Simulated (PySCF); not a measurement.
## Spin-rotation constants: `C=C(C)[C@@H]1CC[C@H]1N`, C₇H₁₃N

Geometry:
```tsv
atom	x (Å)	y (Å)	z (Å)
C1	1.385	1.643	-0.635
C2	1.315	0.462	-0.044
C3	2.524	-0.401	0.173
C4	0.037	-0.099	0.502
C5	-0.376	-1.526	0.076
C6	-1.827	-1.049	-0.055
C7	-1.317	0.415	-0.030
N8	-1.978	1.409	0.775
H9	0.521	2.272	-0.754
H10	2.319	2.034	-1.004
H11	2.724	-0.498	1.240
H12	2.360	-1.400	-0.225
H13	3.398	0.030	-0.307
H14	0.057	-0.021	1.594
H15	0.049	-1.801	-0.887
H16	-0.187	-2.322	0.793
H17	-2.425	-1.288	0.824
H18	-2.365	-1.362	-0.948
H19	-1.223	0.808	-1.044
H20	-2.886	1.644	0.389
H21	-2.115	1.069	1.721
```

Computed, not measured: PySCF 2.14.0, GIAO wB97X-D/pcSseg-1 magnetisability, rotational g tensor and spin-rotation constants, non-relativistic, gas phase. Geometry: GFN2-xTB.

(1) Give the nuclear spin-rotation constants along the inertial axes (H = +C I·J) beside the isotropic shieldings.

(2) How do the rotational constants and the g tensor change when H9, H10, H11, H12, H13, H14, H15, H16, H17, H18, H19, H20, H21 are replaced by deuterium?

Results:

(1) Rotational constants 3.1593, 1.5671, 1.1699 GHz. A star marks the isotopologue with that one atom substituted, in its own axes.
| atom | isotope | Caa (kHz) | Cbb (kHz) | Ccc (kHz) | mean (kHz) | σ (ppm) |
| --- | --- | --- | --- | --- | --- | --- |
| N8 | 14N | 0.175 | 0.077 | 0.060 | 0.104 | 208.1 |
| H9 | 1H | 0.039 | -0.040 | -0.126 | -0.042 | 26.4 |
| H10 | 1H | 0.200 | -0.131 | -0.122 | -0.018 | 26.6 |
| H11 | 1H | -0.335 | -0.173 | 0.029 | -0.160 | 30.2 |
| H12 | 1H | -0.335 | 0.017 | -0.108 | -0.142 | 30.0 |
| H13 | 1H | 0.023 | -0.147 | -0.119 | -0.081 | 30.1 |
| H14 | 1H | -0.333 | -0.199 | 0.064 | -0.156 | 29.4 |
| H15 | 1H | -0.262 | -0.155 | -0.018 | -0.145 | 30.6 |
| H16 | 1H | -0.350 | -0.036 | -0.060 | -0.149 | 30.0 |
| H17 | 1H | -0.157 | -0.169 | -0.047 | -0.124 | 30.6 |
| H18 | 1H | -0.265 | -0.159 | 0.006 | -0.139 | 29.7 |
| H19 | 1H | -0.300 | -0.141 | 0.030 | -0.137 | 28.6 |
| H20 | 1H | -0.054 | -0.170 | -0.108 | -0.111 | 30.7 |
| H21 | 1H | -0.371 | -0.176 | 0.002 | -0.182 | 31.3 |
| C1 | 13C* | 1.395 | 0.398 | 0.200 | 0.664 | 71.6 |
| C2 | 13C* | 1.719 | 0.545 | 0.202 | 0.822 | 29.5 |
| C3 | 13C* | 0.432 | 0.240 | 0.183 | 0.285 | 163.7 |
| C4 | 13C* | 0.576 | 0.305 | 0.236 | 0.372 | 135.9 |
| C5 | 13C* | 0.443 | 0.250 | 0.161 | 0.285 | 166.2 |
| C6 | 13C* | 0.615 | 0.204 | 0.199 | 0.339 | 153.5 |
| C7 | 13C* | 0.572 | 0.334 | 0.238 | 0.381 | 131.1 |

For the geometry as given, no vibrational averaging.

(2) Constants 2.5123, 1.2904, 0.9764 GHz; g -0.0154, -0.0003, -0.0041, against -0.0193, -0.0002, -0.0050 before.
